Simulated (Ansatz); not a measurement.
Coupled-cluster run, C₂H₂AlBr (`Br[C]1=[CH][AlH]1`).

```yaml
crystal:
  periodic: [false, false, false]
  atoms:
    - {symbol: Br, position_ang: [-0.872027, -2.454249, -0.322667]}
    - {symbol: C, position_ang: [-0.361218, -0.645956, -0.133136]}
    - {symbol: C, position_ang: [0.842638, -0.155216, 0.249776]}
    - {symbol: Al, position_ang: [-0.379727, 1.209776, -0.107124]}
    - {symbol: H, position_ang: [1.751403, -0.685153, 0.523111]}
    - {symbol: H, position_ang: [-0.939068, 2.666799, -0.256261]}
basis:
  gaussian: {orbitals: def2-TZVPP}
correlation: {method: ccsd_t}
output: {orbitals: {seedname: orbitals}}
```

```sh
$ ansatz run in.yaml --threads 2 --pin off --events-out ev --progress --plain --max-ram 4352MiB
```

Log, shortened:

```
Functional definition: HF
1125 factors; integrals over basis functions are off by at most 1.1e-3 eV
mean field evaluation 1: about -78670.0447 eV, gradient 3.1e1 eV
mean field evaluation 2: about -78670.2541 eV, gradient 3.1e1 eV
mean field evaluation 4: about -78673.1783 eV, gradient 3.8e0 eV
mean field evaluation 8: about -78673.2672 eV, gradient 4.5e-1 eV
mean field evaluation 16: about -78673.2689 eV, gradient 2.1e-6 eV
mean field -78673.26888397 eV, -2891.1893048290 hartree, gradient 2.1e-6 eV, S^2 0.000000; 0 other end points of the search recorded, 0 dependent functions left out
16 core orbitals not correlated: weight in the atoms' cores, before any rotation towards them, 1.000 or more for the frozen orbitals, at most 0.000 for the correlated occupied ones
reference -78673.26888397 eV, -2891.1893048290 hartree; 15, 15 occupied and 149, 149 virtual orbitals, 1125 factors
second order -17.85091681 eV of doubles, -0.00000000 eV of singles
cycle   1  -17.77865461 eV  change    7.2e-2 eV  update   1.0e-1
cycle   2  -18.28769536 eV  change   -5.1e-1 eV  update   3.1e-2
cycle   3  -18.38232547 eV  change   -9.5e-2 eV  update   1.5e-2
cycle   4  -18.37050315 eV  change    1.2e-2 eV  update   4.5e-3
cycle   5  -18.37114015 eV  change   -6.4e-4 eV  update   2.2e-3
cycle   6  -18.37158772 eV  change   -4.5e-4 eV  update   6.4e-4
cycle   7  -18.37123740 eV  change    3.5e-4 eV  update   2.7e-4
cycle   8  -18.37118287 eV  change    5.5e-5 eV  update   9.0e-5
cycle   9  -18.37121996 eV  change   -3.7e-5 eV  update   3.2e-5
perturbative correction -0.87062470 eV, -0.0319948677 hartree
Total energy: -78692.51072864 eV, -2891.8964295780 hartree
```

Hardware: 2 threads of an Arm Neoverse V2 on a shared host. Wall time 69 s, peak host memory 1.7 GiB.

Correlation energy per correlated electron: -0.641 eV. T1 diagnostic: 0.0115.
